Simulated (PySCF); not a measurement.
# Two-component Hartree-Fock for Ga (gallium, neutral)

Start: [Ar] 3d10 4s2 4p1; 4p3/2 filled at m_j = +3/2. Calculated with PySCF 2.14 in x2c-QZVPPall-2c (11s9p5d4f1g, 100 functions): generalised Hartree-Fock with the X2C-1e Hamiltonian and a Gaussian nucleus; one run each with spin-orbit coupling (SO) screened by Boettger's factors, then bare. This is a chosen level, not necessarily the ground level.

```json
{"spinor shell": "1s1/2", "electrons": "2", "ε, screened SO (eV)": "-10441.3", "ε, bare SO (eV)": "-10441.3", "weight of nominal j (bare SO)": "1.000", "rms radius, bare SO (bohr)": "0.0560"}
{"spinor shell": "2s1/2", "electrons": "2", "ε, screened SO (eV)": "-1341.1", "ε, bare SO (eV)": "-1341.1", "weight of nominal j (bare SO)": "1.000", "rms radius, bare SO (bohr)": "0.235"}
{"spinor shell": "2p1/2", "electrons": "2", "ε, screened SO (eV)": "-1182.0", "ε, bare SO (eV)": "-1183.4", "weight of nominal j (bare SO)": "1.000", "rms radius, bare SO (bohr)": "0.209"}
{"spinor shell": "2p3/2", "electrons": "4", "ε, screened SO (eV)": "-1153.8", "ε, bare SO (eV)": "-1153.1", "weight of nominal j (bare SO)": "1.000", "rms radius, bare SO (bohr)": "0.212"}
{"spinor shell": "3s1/2", "electrons": "2", "ε, screened SO (eV)": "-179.06", "ε, bare SO (eV)": "-179.06", "weight of nominal j (bare SO)": "1.000", "rms radius, bare SO (bohr)": "0.698"}
{"spinor shell": "3p1/2", "electrons": "2", "ε, screened SO (eV)": "-125.74", "ε, bare SO (eV)": "-125.94", "weight of nominal j (bare SO)": "1.000", "rms radius, bare SO (bohr)": "0.730"}
{"spinor shell": "3p3/2", "electrons": "4", "ε, screened SO (eV)": "-121.84", "ε, bare SO (eV)": "-121.76", "weight of nominal j (bare SO)": "1.000", "rms radius, bare SO (bohr)": "0.741"}
{"spinor shell": "3d3/2", "electrons": "4", "ε, screened SO (eV)": "-32.066", "ε, bare SO (eV)": "-32.223", "weight of nominal j (bare SO)": "0.998", "rms radius, bare SO (bohr)": "0.891"}
{"spinor shell": "4s1/2", "electrons": "2", "ε, screened SO (eV)": "-11.846", "ε, bare SO (eV)": "-11.847", "weight of nominal j (bare SO)": "0.999", "rms radius, bare SO (bohr)": "2.64"}
{"spinor shell": "4p3/2", "electrons": "1", "ε, screened SO (eV)": "-5.652", "ε, bare SO (eV)": "-5.650", "weight of nominal j (bare SO)": "1.000", "rms radius, bare SO (bohr)": "3.75"}
```

Where does 3d5/2 lie, and what is the 3d spin-orbit splitting (bare SO)?

At -31.430 eV, 0.793 eV above 3d3/2.

```csv
quantity,screened SO,bare SO
E (hartree),-1942.25746,-1942.26713
M_J,3/2,3/2
⟨J²⟩,3.763,3.763
⟨L²⟩,2.011,2.012
⟨S²⟩,0.755,0.756
```

Each row is a mean over spinors that exchange with the open shell spreads, by up to 1.614 eV (4s1/2).
